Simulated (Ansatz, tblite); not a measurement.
Cost and result up the ladder for the cluster Li₃Sn₂ (the lowest doublet isomer of a short search) (5 atoms). The state is a doublet with charge 0. Geometry: PBE0-D4/def2-TZVP.

```xyz
5

Li    1.060    1.113   -0.926
Li   -0.718   -1.320   -0.977
Li    1.822   -1.364    1.152
Sn   -0.320    0.219    1.338
Sn   -1.843    1.352   -0.586
```

Ansatz on 4 threads of Arm Neoverse V2 on a shared host; xTB runs through tblite on one thread. Times are rough, summed over both states, and most runs start from the orbitals of an earlier one. PBE0-D4/def2-TZVP serves as the yardstick here, not as an exact answer. The other state is a singlet.

In the def2 sets Sn takes a core potential; there is no spin–orbit coupling. The xTB rows come from tblite. The structure comes from a short search, and lower isomers may exist.

Raw xTB energies of ions are shifted by several eV, and xTB has no spin-polarisation term.

| level | functions | wall time | vertical IE (eV) | difference from PBE0-D4/def2-TZVP (eV) | remarks |
| --- | --- | --- | --- | --- | --- |
| GFN1-xTB | 30 | 0.007 s | 10.90 | 5.89 | – |
| GFN2-xTB | 30 | 0.008 s | 8.70 | 3.69 | – |
| PBE-D4/def2-TZVP (with forces) | 142 | 4.2 s | 4.99 | -0.02 | – |
| PBE0-D4/def2-TZVP | 142 | 6.7 s | 5.01 | 0.00 | – |
| r2SCAN-D4/def2-TZVP | 142 | 17 s | 5.05 | 0.03 | spin-contaminated (⟨S²⟩ 0.85) (doublet) |
